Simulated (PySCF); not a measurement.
## Single point on SbCl

State: ³Σ⁻ (triplet), unpaired electrons π ↑↑.

An equivalent input (the run itself took its basis sets from the Basis Set Exchange, started from a PBE0 density and held the occupation σ 9α 9β, πx 5α 4β, πy 5α 4β, δx 1α 1β, δy 1α 1β):

```python
from pyscf import gto, scf, cc
mol = gto.M(atom='Sb 0 0 0; Cl 0 0 2.349', basis={'Sb': 'def2-TZVPPD', 'Cl': 'def2-TZVPPD'}, ecp={'Sb': 'def2-TZVPPD'},
            charge=0, spin=2, verbose=4, symmetry='C2v')
mf = scf.UHF(mol)
mf.irrep_nelec = {'A1': (10, 10), 'A2': (1, 1), 'B1': (5, 4), 'B2': (5, 4)}
mf.conv_tol = 1e-9
mf.max_cycle = 60
mf.diis_space = 10
mf.kernel()
mycc = cc.CCSD(mf, frozen=[[0, 1, 2, 3, 4, 5, 6, 7, 8, 101, 102, 103, 104, 105, 106], [0, 1, 2, 3, 4, 5, 6, 7, 8, 101, 102, 103, 104, 105, 106]])
mycc.run(conv_tol=1e-7, conv_tol_normt=1e-5, max_cycle=80, diis_space=8)
et = mycc.ccsd_t()
```

The SCF ended at -698.81971510 hartree. The coupled-cluster part of the log:

```
******** <class 'pyscf.cc.uccsd.UCCSD'> ********
CC2 = 0
CCSD nocc = (12, 10), nmo = (92, 92)
frozen orbitals [[0, 1, 2, 3, 4, 5, 6, 7, 8, 101, 102, 103, 104, 105, 106], [0, 1, 2, 3, 4, 5, 6, 7, 8, 101, 102, 103, 104, 105, 106]]
max_cycle = 80
direct = 0
conv_tol = 1e-07
conv_tol_normt = 1e-05
diis_space = 8
diis_start_cycle = 0
diis_start_energy_diff = 1e+09
Init t2, MP2 energy = -0.4882871970424
Init E_corr(UCCSD) = -0.48828719704656
cycle = 1  E_corr(UCCSD) = -0.485508447137807  dE = 0.00277874991  norm(t1,t2) = 0.0803068
cycle = 2  E_corr(UCCSD) = -0.495979873584298  dE = -0.0104714264  norm(t1,t2) = 0.0232878
cycle = 3  E_corr(UCCSD) = -0.49666495781241  dE = -0.000685084228  norm(t1,t2) = 0.0145068
cycle = 4  E_corr(UCCSD) = -0.498121509361837  dE = -0.00145655155  norm(t1,t2) = 0.00683105
cycle = 5  E_corr(UCCSD) = -0.498122831763588  dE = -1.32240175e-06  norm(t1,t2) = 0.0026416
cycle = 6  E_corr(UCCSD) = -0.49798614631095  dE = 0.000136685453  norm(t1,t2) = 0.00102613
cycle = 7  E_corr(UCCSD) = -0.498009294852724  dE = -2.31485418e-05  norm(t1,t2) = 0.000365637
cycle = 8  E_corr(UCCSD) = -0.498020454628635  dE = -1.11597759e-05  norm(t1,t2) = 9.65847e-05
cycle = 9  E_corr(UCCSD) = -0.498017040260138  dE = 3.4143685e-06  norm(t1,t2) = 3.9088e-05
cycle = 10  E_corr(UCCSD) = -0.498016250350075  dE = 7.89910063e-07  norm(t1,t2) = 1.06679e-05
cycle = 11  E_corr(UCCSD) = -0.498016540009405  dE = -2.8965933e-07  norm(t1,t2) = 4.75599e-06
cycle = 12  E_corr(UCCSD) = -0.498016517059568  dE = 2.29498366e-08  norm(t1,t2) = 1.97473e-06
UCCSD converged
E(UCCSD) = -699.3177316134352  E_corr = -0.4980165170595683
UCCSD(T) correction = -0.0172273683385307
```

T1 diagnostic 0.015, D1 0.056, 22 electrons correlated, 6 of the virtual orbitals (those above 20 hartree) left out.

Repeating this along the bond gives Re = 2.349 Å and ωe = 369 cm⁻¹.

A point of this curve took 260 CPU seconds beside 0.82 for the integrals, on Arm Neoverse V1 (shared host).

Correlated steps freeze 9 core orbitals. Spin–orbit coupling is left out. The state was picked by a PBE0 search and need not be the measured ground state.
